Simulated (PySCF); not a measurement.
Working out the ionisation energy of Se²⁺

Se²⁺ [Ar] 3d10 4s2 4p2 (3P) → Se³⁺ [Ar] 3d10 4s2 4p1 (2P). Computed with PySCF 2.14 in aug-cc-pVDZ-PP with ECP10MDF, with scalar relativity through the core potential. Frozen: 3s2 3p6 3d10. Energies in hartree (1 hartree = 27.21139 eV):

```
             part  Se²⁺ (lower)  Se³⁺ (upper)
              UHF   -370.767694   -369.629406
MP2 opposite-spin     -0.037006     -0.032280
    MP2 same-spin     -0.007014     -0.002118
```

Question: What does Hartree-Fock give?

Answer: (-369.629406) − (-370.767694) = 1.138288 hartree = 30.974 eV.

Question: What do MP2 and SCS-MP2 (6/5 opposite-spin, 1/3 same-spin) give?

Answer: The opposite-spin parts differ by 0.129 eV and the same-spin parts by 0.133 eV. MP2: 30.974 + (0.129) + (0.133) = 31.236 eV. SCS-MP2: 30.974 + 1.2 × (0.129) + (0.133)/3 = 31.173 eV.

Reference: 31.697 ± 0.019 eV (measured; NIST Atomic Spectra Database, ionization energies), between the lowest levels; spin-orbit coupling is absent from the calculation.

A double-zeta basis recovers only part of the correlation energy.

What remains against the reference includes basis incompleteness, the frozen core and correlation beyond second order.
